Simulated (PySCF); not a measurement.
From one molecule to another.

First species: C6H5F3O.
InChI=1S/C6H5F3O/c7-6(8,9)5-3-4(5)1-2-10/h2-3,5H,1H2/t5-/m0/s1

Second species: C₇H₇ClO₂.
SMILES: `Cc1cc(C)c(C(=O)Cl)o1`

Levels: PBE0/pcSseg-1 for dipole moment, HOMO energy, LUMO energy and HOMO–LUMO gap; GFN2-xTB for rotational constant A and rotational constant C. Geometries: GFN2-xTB. Each structure is a single optimised conformer of the isolated species, non-relativistic unless stated. Electronic properties by PySCF.

The conformers computed, where there is a choice (atom-mapped SMILES and torsion angles):
- `[O:1]=[CH:2][CH2:3][C:4]1=[CH:5][C@@H:6]1[C:7]([F:8])([F:9])[F:10]`: O1–C2–C3–C4 3°, C2–C3–C4–C5 -118°, C5–C6–C7–F8 -27°
- `[CH3:1][c:2]1[cH:3][c:4]([CH3:5])[c:6]([C:7](=[O:8])[Cl:9])[o:10]1`: C4–C6–C7–O8 0°

| property | column X | column Y |
| --- | --- | --- |
| dipole moment | 5.32 D | 3.82 D |
| HOMO energy | -7.10 eV | -7.76 eV |
| LUMO energy | -1.83 eV | -1.07 eV |
| HOMO–LUMO gap | 5.27 eV | 6.69 eV |
| rotational constant A | 1.628 GHz | 2.500 GHz |
| rotational constant C | 0.602 GHz | 0.745 GHz |

(1) Which column belongs to which species?

(2) How does each property change from the first species to the second?

Answers

(1) Column X is the second species and column Y the first. The first has 15 atoms and 76 electrons, the second 17 and 82.

(2) dipole moment +1.50 D; HOMO energy +0.66 eV; LUMO energy -0.76 eV; HOMO–LUMO gap -1.42 eV; rotational constant A -0.872 GHz; rotational constant C -0.143 GHz.

On the first: The dipole matches unit charges of opposite sign 0.80 Å apart (1 e·Å = 4.8032 D). A dipole of 3.82 D is allowed in C1, and pure rotational transitions are dipole-allowed.

On the second: The dipole equals about 17.7 × 10⁻³⁰ C·m (1 D = 3.33564 × 10⁻³⁰ C·m). GFN2-xTB frequencies show an imaginary mode (46i cm⁻¹), so this geometry is no minimum at that level.
